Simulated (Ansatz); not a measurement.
Cartesian coordinates in Å:
```
N 0.132 1.133 2.037
Al -0.059 0.411 0.444
N 0.434 -1.073 -0.393
Si -0.460 -0.294 -1.699
H 0.635 0.719 2.805
H -0.250 2.025 2.307
H 0.914 -1.960 -0.387
H 0.325 0.057 -2.921
H -1.671 -1.018 -2.194
```

The species carries charge 0 and has multiplicity 1.

(1) List the ωB97M-V/def2-TZVPP orbital energies in eV (the Gaussian-basis code of Ansatz). (Best estimate.)

Answers

(1) The calculation gave: Occupied: -1806.59, -1531.66, -394.06, -393.52, -147.60, -116.30, -101.74, -101.70, -101.69, -75.92, -75.83, -75.78, -26.07, -25.16, -17.32, -16.08, -15.19, -14.23, -11.99, -11.32, -10.32, -9.44, -8.36. Lowest empty: 0.70, 1.68, 2.10, 2.53, 3.26, 3.67, 4.00, 4.31.
